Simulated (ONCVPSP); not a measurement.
**An all-electron radial function and its pseudo partner (Zr)**

Columns: radius, all-electron u(r) and pseudo u(r) of the 4p shell (level -33.06 eV) of zirconium in the configuration [Ar] 3d10 4s2 4p6 4d2 5s1.5 5p0.5; PBEsol, scalar-relativistic, ONCV scheme, ONCVPSP 4.0.1.

| r (bohr) | all-electron | pseudo |
| --- | --- | --- |
| 0.115 | 0.2544 | 0.0237 |
| 0.230 | -0.2863 | 0.0921 |
| 0.345 | -0.4941 | 0.1975 |
| 0.460 | -0.3091 | 0.3282 |
| 0.575 | 0.0326 | 0.4704 |
| 0.690 | 0.3722 | 0.6096 |
| 0.805 | 0.6414 | 0.7329 |
| 0.920 | 0.8241 | 0.8301 |
| 1.035 | 0.9268 | 0.8949 |
| 1.150 | 0.9647 | 0.9251 |
| 1.265 | 0.9551 | 0.9228 |
| 1.380 | 0.9132 | 0.8925 |
| 1.495 | 0.8512 | 0.8408 |
| 1.610 | 0.7785 | 0.7746 |
| 1.725 | 0.7017 | 0.7008 |
| 1.840 | 0.6253 | 0.6252 |
| 1.955 | 0.5521 | 0.5521 |
| 2.070 | 0.4840 | 0.4840 |
| 2.185 | 0.4219 | 0.4219 |
| 2.300 | 0.3659 | 0.3659 |
| 2.415 | 0.3162 | 0.3162 |
| 2.530 | 0.2723 | 0.2723 |
| 2.645 | 0.2339 | 0.2339 |
| 2.760 | 0.2004 | 0.2004 |
| 2.875 | 0.1715 | 0.1715 |
| 2.990 | 0.1464 | 0.1464 |

(1) How many radial nodes do the two functions have?

(2) At about which radius was the pseudo-wave matched?

(3) Where does each function peak?

(4) Is the pseudo-wave norm-conserving?

Results:

(1) The all-electron 4p function has n − l − 1 = 2; the pseudo-wave has 0, since the states of the same l below it are removed with the core.

(2) 1.95 bohr, where the columns begin to agree (steps of 0.12 bohr).

(3) Outermost all-electron maximum near 1.15 bohr, pseudo maximum near 1.15 bohr (to the table’s step).

(4) Yes: the ONCV scheme keeps the norm inside the radius equal to the all-electron one, which fixes the energy derivative of the logarithmic derivative at the level.
